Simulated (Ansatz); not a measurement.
Ligands exchanged one at a time, B Br-SiH3. All species are isolated molecules in the gas phase. Strings in code marks are SMILES.

Quantity: redistribution energy (mixed species minus the weighted end members), in kcal/mol.

Case: 2 of 3 Br replaced by SiH3: `[SiH3]B([SiH3])Br`. The other species in the difference include `BrB(Br)Br` (neutral, multiplicity 1). Geometry of `[SiH3]B([SiH3])Br` (neutral, multiplicity 1, Å):

```xyz
10

Si     1.6954    -0.4816     0.2562
B      0.0867     0.7129     0.0003
Si    -1.7913     0.0389    -0.2672
Br     0.4171     2.6022     0.0256
H      2.7565    -0.1345    -0.7432
H      1.3645    -1.9353     0.1223
H      2.2538    -0.2480     1.6282
H     -2.8274     1.1119    -0.3729
H     -2.1420    -0.8763     0.8688
H     -1.8132    -0.7901    -1.5181
```

Q: Predict the redistribution energy (mixed species minus the weighted end members) from frozen-core MP2/cc-pVTZ // PBE-D3(BJ)/def2-TZVP (Ansatz, a program for electronic structure).

A: -1.14 kcal/mol.
